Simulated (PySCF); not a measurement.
Molecule: Bi(Cl)(OH)2, SMILES [Bi]([OH])([Cl])[OH]. Atoms near the plane z = 0.0 Å, at the CAM-B3LYP/def2-SVP optimised geometry (x, y, z in Å): Bi1 (-1.0, -1.2, 0.0), O3 (1.0, -1.2, 0.0), H4 (1.4, -0.9, 0.8), O5 (-1.4, 0.8, 0.0), H6 (-1.1, 1.2, 0.8).

Level of theory: CAM-B3LYP/def2-TZVP, def2 effective core potentials past Kr run with PySCF. The core electrons that the potentials of Bi replace are not part of the density. Cells within 0.4 Å of a nucleus heavier than hydrogen are left out (blank, or x). The values are rescaled to run from 0 to 1.

```
|0000000000000000000000000000000|
|0000000000000000000000000000000|
|0000000000000000000000000000000|
|0000000000000000000000000000000|
|0000000000000000000000000000000|
|0000000111000000000000000000000|
|0000112222221100000000000000000|
|0001234444443210000000000000000|
|0013456777765321000000000000000|
|0124678888886531000000000000000|
|013578998x898642000000000000000|
|02467999xxx98752000000000000000|
|02467999xxx98741000000000000000|
|01357899xx898631000000000000000|
|0023578999987420001221100000000|
|0001245677653210013443211000000|
|0000112222222211246665431000000|
|0000012223343222478887642100000|
|0001233346886422689998753100000|
|0012444468xx8632698xx8864200000|
|012456557xxxx73279xxxx874210000|
|013566547xxxx73269xxx8975210000|
|0136775458888522699x99975210000|
|0136776445665422489999875210000|
|0135777544444421368999864210000|
|0024677765555421147887753200000|
|0013567777766421124666542100000|
|0002356777765310012444321000000|
|0001234566654200001222110000000|
|0000012344432100000000000000000|
|0000001112111000000000000000000|
```
Scale: ten equal steps from 0.000 (start of '0') to 1.00 (end of '9'), in the order '0123456789'; x runs from -3.50 to 3.50, y from -3.50 (bottom) to 3.50 (top).

Question: Which quantity is mapped?
A) Laplacian of the electron density
B) an orbital amplitude
C) electron localisation function
D) log10 of the electron density

Answer: C, electron localisation function
